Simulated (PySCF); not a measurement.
oxasilolan-5-one (C3H6O2Si), SMILES O1[SiH2]CCC1=O.

Geometry optimised at B3LYP-D3(BJ)/def2-SVP. Other conformers were not sampled.

Calculation: SMD-ωB97X/def2-SVP in PySCF.

Solvation free energies are E(SMD) − E(gas) at the gas-phase geometry, for 1 M in both phases. In vacuum the dipole moment is 4.50 D.

Computed solvation free energies in water, diethylether, N,N-dimethylformamide:
```
solvent                ΔG(solv) (kcal/mol)  its non-electrostatic (CDS) part  dipole (D)
---------------------  -------------------  --------------------------------  ----------
water                                 -5.7                               4.0        5.91
diethylether                          -6.7                              -2.6        5.12
N,N-dimethylformamide                 -7.6                              -1.7        5.37
```
